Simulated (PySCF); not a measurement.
Computed IR spectrum (relative IR intensity) of a molecule ClH₅OSi₂. Geometry optimised at B3LYP-D3(BJ)/def2-SVP. The values are those of a single conformer. Level of theory: B3LYP-D3(BJ)/def2-SVP (PySCF). Frequencies are harmonic and unscaled.

Lines under 2 % of the strongest are left out, and lines within 2 cm⁻¹ are merged.

ν (cm⁻¹): 178 (vw), 218 (w), 304 (m), 410 (w), 511 (m), 528 (w), 548 (m), 743 (s), 821 (vs), 841 (m), 877 (s), 932 (vw), 942 (m), 947 (m), 2207 (s), 2218 (m), 2225 (m), 2233 (m), 3852 (m) (against the strongest line: vs over 80 %, s over 45 %, m over 15 %, w over 4 %, vw less)

Q: Pick the molecule that these values belong to.
A. [SiH3]O[SiH2]Cl
B. O[SiH2][SiH2]Cl
C. O[Si@@H]([SiH3])Cl

A: C, O[Si@@H]([SiH3])Cl
